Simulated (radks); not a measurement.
The numbers below are computed, except where a source is named.
Task: All-electron atom: Gd XXXIV in [Ar] 3d10 4s2 4p1. Level of theory: non-relativistic Kohn-Sham, TPSS, spin-polarised, spherical densities, point nucleus; open shells are filled with parallel spins first (spin-orbit coupling, left out, can overturn this in heavy ions); meta-GGA in the generalised Kohn-Sham scheme; relativity is left out, which matters for an element this heavy (a radial shooting solver on a logarithmic mesh with Libxc functionals). Some entries of the table are withheld. Estimate them.

orbital  occ.  eigenvalue (hartree)  r(max) (bohr)  <r> (bohr)
1s up       1             -1779.018        0.01571     0.02369
1s down     1             -1778.991        0.01571     0.02369
2s up       1             -322.4062        0.08596      0.1007
2s down     1             -322.3961        0.08596      0.1007
2p up       3             -309.1087        0.06694     0.08541
2p down     3             -309.0869        0.06695     0.08541
3s up       1             -105.1287         0.2374      0.2560
3s down     1             -105.1018         0.2374      0.2559
3p up       3                   (1)         0.2246         (2)
3p down     3                   (3)         0.2246         (4)
3d up       5             -88.55497         0.1788      0.2168
3d down     5             -88.52387         0.1788      0.2167
4s up       1             -50.03150            (5)      0.5121
4s down     1             -49.80887            (6)      0.5123
4p up       1             -47.57238         0.5026      0.5109
4p down     0             -47.35718         0.5023      0.5110

Result: 
(1) 3p up eigenvalue (hartree): -99.26668
(2) 3p up <r> (bohr): 0.2454
(3) 3p down eigenvalue (hartree): -99.23441
(4) 3p down <r> (bohr): 0.2453
(5) 4s up r(max) (bohr): 0.5049
(6) 4s down r(max) (bohr): 0.5047
